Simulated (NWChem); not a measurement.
C$_{3}$H$_{6}$O; SMILES C=COC

```xyz
10

C     -0.0956     1.8727     0.0029
C      0.3405     0.6118    -0.0032
O     -0.4867    -0.4506    -0.0042
C      0.1226    -1.7122     0.0032
H     -1.1638     2.0994     0.0086
H      0.6215     2.6933     0.0014
H      1.4142     0.3763    -0.0090
H     -0.6793    -2.4620     0.0008
H      0.7426    -1.8652     0.9052
H      0.7530    -1.8706    -0.8906
```
Atoms are numbered in this order, from 1.

All runs: NWChem. Medium grid unless said otherwise, to which SCAN and Minnesota functionals are sensitive. Geometry: optimised at PBE0/def2-SVP.

### Question
Order these by “orbital gap (eV)”, lowest first: B3LYP/def2-SVP; BLYP/def2-SVP; r2SCAN/def2-SVP; CAM-B3LYP/def2-SVP.

### Answer
BLYP/def2-SVP (5.02), r2SCAN/def2-SVP (5.52), B3LYP/def2-SVP (6.84), CAM-B3LYP/def2-SVP (9.83)
